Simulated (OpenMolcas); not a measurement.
Ti2+ (d2) on a cation site of an ionic host was computed by CASSCF with the d shell active (OpenMolcas, ANO-RCC-VTZP on the metal). Its lowest spin-free states, and all those of the highest spin:

```
2S+1  Degeneracy  E (cm-1)
   3           1       0.0
   3           3      6558
   3           3     11226
   1           2     12479
   1           3     18947
   1           1     20237
   3           3     21935
   1           3     23419
   1           2     28851
   1           3     29100
   1           1     51601
```

Is the site octahedral, tetrahedral or cube-like, axial, or of lower symmetry?

The states with 2S+1 = 3 have orbital degeneracies 1, 3, 3, 3. Threefold states need a cubic site. For d2 at this spin an octahedron puts the threefold T1 below the threefold T2 and a tetrahedron or cube puts the single A2 below the threefold T2, so the site is a tetrahedron or a cube, which this pattern cannot tell apart. The first gap at this spin, 6560 cm-1, is |10Dq| in ligand-field theory. The run had Ti2+ with its 8 nearest fluoride ions at 2.323 Å, on the Ca site of CaF2 (a = 5.46294 Å, distance in the model lattice 2.366 Å). The rest of the host is ab initio model potentials to 7.6 Å and point charges beyond; the distance is set by hand and nothing relaxes. Ligand basis ANO-RCC-VDZP.

Without dynamic correlation the repulsion within the d shell is too large (B by tens of per cent), so at a given field states of lower spin stand too high. Ligand-to-metal charge-transfer states are missing. With no ligand orbital active B as a rule stays too high, so bands that hang on it stand too high and its fall with covalency is understated. With metal d orbitals alone and no dynamic correlation 10Dq can be off by a tenth to a fifth, either way, in oxide and fluoride hosts. No measured value stands beside these numbers; the geometry was set by hand and not optimised.
